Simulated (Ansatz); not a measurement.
The same path of C₂H₅FO₂Si (11 atoms, charge 0, multiplicity 1) was run twice with different band settings. Lost on the way: Si2–O6, Si2–H8. Made: O6–H8.

These are results of RKS B3LYP-D4/def2-SVP (Ansatz), not measurements.

Relaxed end points:

```xyz
11
Properties=species:S:1:pos:R:3
O -0.523 -2.086 -1.079
Si 0.026 -0.532 -0.972
C 0.825 0.103 0.618
C -0.373 1.080 0.616
F 0.041 2.360 0.345
O -1.150 0.592 -0.458
H -1.053 -2.439 -0.354
H 0.644 -0.275 -2.289
H 0.810 -0.599 1.465
H 1.797 0.615 0.588
H -0.978 1.124 1.540
```

```xyz
11
Properties=species:S:1:pos:R:3
O -0.087 -2.516 -0.389
Si 0.783 -1.183 -0.946
C 0.535 -0.105 0.655
C -0.102 1.195 0.229
F 0.836 1.970 -0.447
O -1.131 0.865 -0.647
H -0.120 -3.242 -1.027
H -1.546 1.673 -0.982
H -0.128 -0.647 1.349
H 1.489 0.102 1.166
H -0.464 1.832 1.060
```

Common settings: movable images 9; spring 5.0 eV/Å²; start path through a guess of the saddle point; force threshold 0.05 eV/Å; end points relaxed.

| run | climbing image | optimiser | iteration limit |
| --- | --- | --- | --- |
| 1 | yes | quadratic models (default) | 58 |
| 2 | from the first iteration | fire | 60 |

(1) What does each run give, and how far can it be trusted?

Answers

(1) Run 1: converged after 18 iterations, highest image 3.112 eV above the first end. The profile has 2 maxima (images 1, 6) with wells between them (image 3): this band takes more than one step, which may be the mechanism or a detour left from its start path. Neighbouring images differ by up to 1.9 eV, so the band resolves the path poorly. A vibrational analysis at the climbing image gives one clearly imaginary mode, 1466i cm⁻¹: a first-order saddle point.
Run 2: not converged after 60 iterations, highest image 3.128 eV above the first end. The band didn't meet its force threshold, so its energies are provisional: the largest band force was still 0.13 eV/Å, and over the last iterations the top stayed at 3.13 eV.
The orbitals stay closed-shell, which can raise the energy where a bond breaks towards radicals; this wasn't checked here.
